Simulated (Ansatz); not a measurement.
Isolated molecules relaxed with PBE0-D4/def2-TZVP in Ansatz; ΔE leaves out vibrations. CBS: MP2 limit from def2 TZ/QZ plus the TZ coupled-cluster correction, frozen cores. This one scheme is used for every species. DFT in def2-TZVPP. B3LYP here is the variant with VWN-RPA as its local correlation; programs differ in this. One conformer a species, not always the lowest.

`C[SiH2]OC(F)F` → `F[C]F` + `C[SiH2]O`  (formal loss of a carbene)

`C[SiH2]OC(F)F`:

Cartesian coordinates in Å:
```
C -0.477 -0.904 -1.484
Si 0.180 -1.006 0.246
O -0.299 0.301 1.176
C 0.208 1.543 1.152
F 0.687 1.852 -0.088
F -0.770 2.424 1.423
H -0.059 -0.044 -2.010
H -1.565 -0.813 -1.481
H -0.212 -1.810 -2.038
H 1.666 -1.072 0.256
H -0.382 -2.164 0.978
H 1.023 1.694 1.869
```

`F[C]F`:

```xyz
3

F    -0.382    0.161    0.975
C     0.254   -0.461    0.033
F     0.129    0.300   -1.008
```

`C[SiH2]O`:

Z-matrix (Å, degrees):
```
C
Si 1 1.863
H 1 1.093 2 111.0
H 1 1.094 2 110.2 3 119.8
H 1 1.093 2 111.5 3 -120.7
O 2 1.652 1 112.6 3 57.7
H 2 1.492 1 108.9 3 -179.5
H 2 1.483 1 110.6 3 -59.4
H 6 0.957 2 117.7 1 68.6
```

| level | ΔE (kJ/mol) |
| --- | --- |
| r2SCAN-D4 | 269.8 |
| B3LYP-D4 | 254.4 |
| PBE | 251.7 |
| SCS-MP2/def2-QZVPP | 256.6 |

What does CCSD(T)/CBS give? (Best estimate.)

Ansatz gave: +251.4 kJ/mol. The listed levels differ from it by 18.4, 3.0, 0.3, 5.2 kJ/mol.

Largest T1 diagnostic among the species: 0.017.

The D4 term adds +11.8 kJ/mol with B3LYP and +6.5 kJ/mol with PBE0; it sums over pairs of atoms, weighted by their polarisabilities, and B3LYP, whose exchange is more repulsive, gets the larger term. From PBE to PBE0 (25 % exact exchange), in def2-TZVPP and without D4, ΔE moves by +15.5 kJ/mol. In def2-TZVPP, CCSD(T) changes the Hartree–Fock value by +15.4 kJ/mol (the triples alone add −0.9 kJ/mol) and MP2 by +32.6 kJ/mol.
